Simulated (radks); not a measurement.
Results of a calculation; reference values are marked as such.
Spherical quantum dot in the effective-mass picture: electrons in a parabolic well V = omega^2 r^2 / 2 with omega = 0.348, all in effective atomic units (hartree* = m*/eps^2 hartree, bohr* = eps/m* bohr), one dielectric constant everywhere. Level of theory: non-relativistic Kohn-Sham, LDA (Slater exchange, Perdew-Wang correlation), spin-polarised, spherical densities (a radial shooting solver with Libxc functionals). Levels are named by radial order and angular momentum (1s, 1p, 1d, 2s, ...), and open shells are averaged over m. Results are scaled to m* = 0.464 and eps = 9.8, for which hartree* = 131.5 meV and bohr* = 1.118 nm.

N = 16, configuration 1s2 1p6 1d(up 5, down 3). This is the lowest configuration that the search found. Occupied and some empty levels:

| level | occupation | eigenvalue (meV) | <r> (nm) |
|---|---|---|---|
| 1s up | 1 | 576.63 | 3.513 |
| 1s down | 1 | 578.16 | 3.472 |
| 1p up | 3 | 593.83 | 4.292 |
| 1p down | 3 | 595.75 | 4.283 |
| 1d up | 5 | 614.22 | 4.814 |
| 1d down | 3 | 616.22 | 4.820 |
| 2s up | 0 | 620.84 | 4.007 |
| 2s down | 0 | 621.98 | 4.032 |
| 1f up | 0 | 637.50 | 5.221 |
| 1f down | 0 | 639.45 | 5.234 |
| 2p up | 0 | 648.08 | 4.521 |
| 2p down | 0 | 649.30 | 4.526 |

Energy (meV): total 5998.52, kinetic 522.47, external 2189.2, Hartree 3800.4, exchange-correlation -513.63.

Electron density:

| r (nm) | n(r) (e/nm^3) |
|---|---|
| 0.185 | 0.01056 |
| 0.884 | 0.01191 |
| 1.58 | 0.01493 |
| 2.28 | 0.01900 |
| 2.98 | 0.02256 |
| 3.68 | 0.02345 |
| 4.38 | 0.02032 |
| 5.08 | 0.01397 |
| 5.77 | 0.007287 |
| 6.47 | 0.002787 |
| 7.17 | 0.0007650 |
| 7.87 | 0.0001509 |
| 8.57 | 0.00002137 |
| 9.27 | 2.186e-06 |
